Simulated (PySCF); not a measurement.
**Electron correlation in O⁺ (oxygen, charge +1)**

[He] 2s2 2p2 3s1, high-spin 4P determinant (an excited configuration). All numbers are calculated (PySCF 2.14, no relativity, point nucleus, in dyall-acv3z (15s9p4d2f, 76 functions)). Frozen: nothing; 7 electrons correlated; the 5 highest virtual orbitals of each spin left out.

MP2 pair energies summed by pair of shells (mhartree):

```json
{"pair": "2s-2p", "energy": "-47.38", "share (%)": "33.7"}
{"pair": "1s-1s", "energy": "-37.43", "share (%)": "26.7"}
{"pair": "2s-2s", "energy": "-23.20", "share (%)": "16.5"}
{"pair": "2p-2p", "energy": "-7.73", "share (%)": "5.5"}
{"pair": "2s-3s", "energy": "-7.19", "share (%)": "5.1"}
{"pair": "1s-2s", "energy": "-7.07", "share (%)": "5.0"}
{"pair": "1s-2p", "energy": "-6.57", "share (%)": "4.7"}
{"pair": "2p-3s", "energy": "-3.54", "share (%)": "2.5"}
{"pair": "1s-3s", "energy": "-0.30", "share (%)": "0.2"}
```

Total MP2 correlation energy: -140.41 mhartree.

Same-spin part -22.91 and opposite-spin part -117.50 mhartree; SCS-MP2 scales them by 1/3 and 6/5 to -148.63 mhartree.
